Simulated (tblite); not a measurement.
Species: C3H10SSi2.
Structure used (GFN2-xTB), in Å, numbered top down from 1:
```xyz
16
C3H10SSi2 angstrom
C      2.2273   -0.7188   -0.4347
S      2.5293    0.8550    0.4285
Si     0.5499    1.2537    1.1814
C     -0.5938    1.3756   -0.3045
C     -1.4870    0.4810   -0.7262
Si    -1.9499   -1.1522    0.0945
H      1.4234   -0.5940   -1.1541
H      3.1482   -0.9806   -0.9446
H      1.9722   -1.4865    0.2892
H      0.1934    0.1667    2.0890
H      0.7058    2.5406    1.8431
H     -0.4540    2.2788   -0.8962
H     -2.0331    0.7105   -1.6376
H     -3.0026   -1.7670   -0.7179
H     -0.7922   -2.0509    0.1469
H     -2.4445   -0.9031    1.4501
```

Computed values, GFN2-xTB/tblite, gas phase, harmonic and unscaled. The method is semi-empirical: single wavenumbers can be off by several per cent or more. Modes of hydrogen on silicon can be 10 to 20 % off. One conformer, not necessarily the lowest.

Harmonic wavenumbers (cm⁻¹): 48.0, 50.2, 68.1, 106.5, 132.9, 143.7, 197.6, 296.3, 362.5, 471.6, 512.0, 527.2, 562.6, 593.7, 653.6, 678.6, 713.0, 726.2, 747.6, 775.7, 787.6, 790.4, 801.5, 948.7, 958.6, 959.6, 1191.3, 1322.3, 1334.4, 1454.9, 1459.7, 1626.6, 2233.4, 2250.2, 2255.4, 2276.8, 2327.7, 2963.3, 2990.6, 3025.2, 3030.2, 3059.7.

A = 2945, B = 969.6, C = 850.2 MHz; mass 134.004 u (most abundant isotopes); point group C1, symmetry number 1.

What is the zero-point energy?

½Σν̃ = 24208 cm⁻¹ = 69.21 kcal/mol.

Entropy at 273.15 K, 1 bar (ideal gas, RRHO, classical rotation)?

Translation 40.18, rotation 29.01, vibration 30.74: S = 99.9 cal/(mol K).

And Cp and H(273.15 K) − H(0)?

Cp = 37.11 cal/(mol K), of which vibrations give 29.16 (their classical limit is 42 R = 83.5); H(273.15 K) − H(0) = 6.40 kcal/mol without the zero-point energy, 4.22 from vibrations.

What must be added to the electronic energy to get the Gibbs energy at 273.15 K and 1 bar?

ZPE + [H(273.15 K) − H(0)] − T·S = 69.21 + 6.40 − 27.30 = 48.31 kcal/mol.

Which modes carry the vibrational entropy at 273.15 K?

48.0 cm⁻¹: 4.72; 50.2 cm⁻¹: 4.64; 68.1 cm⁻¹: 4.04; 106.5 cm⁻¹: 3.16; 132.9 cm⁻¹: 2.74; 143.7 cm⁻¹: 2.59 cal/(mol K); the other 36 give 8.86 together.

Blend soft modes into free rotors: weight 1/[1 + (100 cm⁻¹/ν̃)⁴] for the oscillator and the rest for a rotor with moment μB/(μ + B), μ = h/(8π²ν), B = 10⁻⁴⁴ kg m². What vibrational entropy results?

27.46 cal/(mol K) in place of 30.74, which changes −T·S at 273.15 K by +0.90 kcal/mol.

How do the functions run with temperature in this model?

| T (K) | S (cal/(mol K)) | Cp (cal/(mol K)) | H − H(0) (kcal/mol) | G − H(0) (kcal/mol) | ln q(vib) |
| --- | --- | --- | --- | --- | --- |
| 50 | 60.4 | 15.2 | 0.55 | -2.47 | 0.80 |
| 100 | 72.6 | 20.4 | 1.45 | -5.81 | 2.45 |
| 298.15 | 103.3 | 39.4 | 7.35 | -23.44 | 8.40 |
| 373.15 | 112.8 | 45.5 | 10.54 | -31.55 | 10.48 |
| 500 | 127.3 | 53.7 | 16.86 | -46.80 | 13.86 |
| 750 | 151.3 | 64.7 | 31.77 | -81.74 | 19.99 |
| 1000 | 171.0 | 72.0 | 48.92 | -122.12 | 25.44 |

q(vib) and H(0) count from the zero-point level.

Hindered rotation and anharmonicity are outside this model. Other conformers, if any are populated, would add a mixing term that is left out. The structure is chiral; the term R ln 2 for an equal mix with its mirror image is left out.

The run took 0.62 s of wall time on Arm Neoverse V1, one thread, no GPU, shared host with 32 logical CPUs at a one-minute load of 16. The figure is for the frequency step alone.
